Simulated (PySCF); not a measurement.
Solvent effects on NMR parameters

Cartesian coordinates in Å; atom numbers follow the order of the lines, from 1:
```xyz
25

C    -4.3188   -0.1842    0.5564
C    -3.0419    0.4011   -0.0263
C    -1.7654   -0.2285    0.5276
C    -0.4723    0.4067   -0.0144
Si    1.0122   -0.7098    0.3430
N     2.3000   -0.6362   -0.8016
C     3.6679   -0.2536   -0.5632
N     0.1518   -2.2296    0.3241
Si   -1.5839   -2.1027    0.2533
H    -5.2139    0.3120    0.1518
H    -4.3439   -0.0769    1.6529
H    -4.4128   -1.2600    0.3313
H    -3.0498    0.2858   -1.1253
H    -3.0157    1.4904    0.1580
H    -1.7712   -0.1105    1.6292
H    -0.5349    0.4941   -1.1161
H    -0.3305    1.4346    0.3618
H     1.6858   -0.3994    1.6455
H     2.0925   -0.8506   -1.7709
H     3.9593    0.6699   -1.0977
H     4.3884   -1.0419   -0.8502
H     3.8170   -0.0601    0.5102
H     0.6377   -3.1174    0.3847
H    -2.2623   -2.9350    1.2986
H    -2.1620   -2.5221   -1.0701
```

GIAO PBE0/pcSseg-1 in PySCF 2.14.0 with density-fitted response routines on one PBE0-D3(BJ)/def2-SVP conformer, non-relativistic, equivalent nuclei averaged. Solvents enter as an IEF-PCM continuum (tetrahydrofuran with ε = 7.4, dichloromethane with ε = 8.9) around the gas-phase geometry. Shifts are referred to TMS computed in the same medium.

Gas phase, δ in ppm: C2 32.3, C7 31.6, C3 24.5, C4 21.1, C1 16.4, Si5 -2.6, Si9 -21.9, H18 4.89, H24 4.85, H25 4.61, H20/H21/H22 2.70, H14 1.62, H13 1.23, H17 0.98. Dipole moment 1.19 D.

Question: How does each δ change in the continuum?

Answer: 
```
      atoms                                                   environment  Δδ, tetrahydrofuran  Δδ, dichloromethane
         C2                                                       sp3 CH2                 +0.5                 +0.5
         C7                                     methyl carbon bonded to N                 +0.4                 +0.5
         C3                                           sp3 CH bonded to Si                 +0.9                 +0.9
         C4                                          sp3 CH2 bonded to Si                 +0.4                 +0.4
         C1                                                 methyl carbon                 +0.3                 +0.3
        Si5             silicon bonded to C, 2 N, H, in a 5-membered ring                 -0.2                 -0.2
        Si9             silicon bonded to C, N, 2 H, in a 5-membered ring                 -0.1                 -0.1
        H18  hydrogen on a silicon bonded to C, 2 N, in a 5-membered ring                -0.11                -0.12
        H24    hydrogen on a silicon bonded to C, N, in a 5-membered ring                -0.10                -0.10
        H25    hydrogen on a silicon bonded to C, N, in a 5-membered ring                -0.12                -0.12
H20/H21/H22                       hydrogen on a methyl carbon bonded to N                +0.01                +0.01
        H14                                        hydrogen on an sp3 CH2                -0.01                -0.01
        H13                                        hydrogen on an sp3 CH2                 0.00                 0.00
        H17                           hydrogen on an sp3 CH2 bonded to Si                 0.00                 0.00
```

Changes are relative to the gas phase. The dipole moment becomes 1.40 D in tetrahydrofuran, 1.41 D in dichloromethane.

Question: Which of the listed nuclei move most (in ppm), and what does the model miss? (N and O are left out, as their reference compounds move with the solvent too.)

Answer: C3 (sp3 CH bonded to Si, +0.9 ppm) in dichloromethane. A continuum only polarises the solute; specific hydrogen bonds, the anisotropy of aromatic solvents and changes of geometry or conformer are outside it.
